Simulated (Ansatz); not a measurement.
Al6Ir⁺. The state is a singlet with charge 1. Geometry PBE-D4/def2-SVP, basis def2-TZVP, Ansatz.

Cartesian coordinates in Å:
```
Ir 0.054 1.024 0.864
Al 0.336 -0.220 -1.281
Al 1.193 -1.188 1.318
Al -1.165 2.061 -1.002
Al -2.133 -0.086 0.261
Al -0.698 -2.489 -0.345
Al 2.413 0.898 0.185
```

```
run  HOMO (eV)  LUMO (eV)
  A      -8.96      -7.27
  B      -8.61      -7.62
  C      -8.34      -7.88
  D      -8.44      -8.01
  E      -8.70      -7.65
  F      -8.48      -7.90
```

In the def2 sets Ir takes a core potential; there is no spin–orbit coupling. HSE06 is defined as in plane-wave codes, on full-range PBE exchange. No other spin state of charge 1 was run. Another isomer (singlet) lies 0.21 eV lower at PBE0-D4/def2-TZVP; other spin states weren't run for this one.

Task: The runs used HSE06, LDA (SPW92), PBE, PBE0, r2SCAN, r2SCANh. Estimate which is which.

Result: A PBE0 (25 % exact exchange); B HSE06 (range-separated); C PBE (0 % exact exchange); D LDA (SPW92) (0 % exact exchange); E r2SCANh (10 % exact exchange); F r2SCAN (0 % exact exchange). Exact exchange lowers occupied and raises empty levels; among semilocal functionals meta-GGAs tend to open the gap a little, and such runs are hard to tell apart. The gap grows from 0.43 eV (LDA (SPW92)) to 1.70 eV (PBE0). The restricted singlet is unstable towards broken spin symmetry in Hartree–Fock (as tested in another run); at PBE0-D4/def2-TZVP, HSE06-D4/def2-TZVP, PBE-D4/def2-TZVP, LDA (SPW92)/def2-TZVP and others this wasn't settled.
